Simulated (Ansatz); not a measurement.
Species: C$_{3}$Si, net charge 0, singlet state. SMILES: [si-2]1[c+]2[C][c+]12
Structure (B3LYP-D3(BJ)/def2-TZVP (Ansatz, a program for electronic structure) minimum search):
```
C
C 1 1.4301
C 2 1.4301 1 61.71
Si 1 1.8380 2 125.63 3 0.00
```

Quantity: vertical triplet-singlet gap (E(triplet) - E(singlet); each state is the SCF solution reached for its spin; the UHF <S^2> is 2.10 for the triplet (pure: 2.00); for the singlet the Hartree-Fock reference is unstable and T1 is 0.016), in kcal/mol. Cores are frozen in the correlated levels unless marked. UHF or UKS for open shells. No spin-orbit coupling. No relativistic terms. CBS(X,Y): correlation extrapolated as X^-3; Hartree-Fock from the larger set. The bracket is a focal-point correction in the basis named.

```csv
level,program,vertical triplet-singlet gap (kcal/mol)
PBE/def2-TZVPD,Ansatz,19.1
r2SCAN/def2-TZVPD,Ansatz,17.2
B3LYP/def2-TZVPD,Ansatz,24.9
PBE0/def2-TZVPD,Ansatz,22.2
CAM-B3LYP/def2-TZVPD,Ansatz,27.1
wB97M-V/def2-TZVPD,Ansatz,32.6
"RI-MP2/CBS(aug-cc-pV(T+d)Z,aug-cc-pV(Q+d)Z)+[CCSD(T)-MP2]/aug-cc-pV(T+d)Z",Ansatz,(withheld)
```

Q: Complete the blanks.

A: 
- RI-MP2/CBS(aug-cc-pV(T+d)Z,aug-cc-pV(Q+d)Z)+[CCSD(T)-MP2]/aug-cc-pV(T+d)Z, vertical triplet-singlet gap (kcal/mol): 29.9
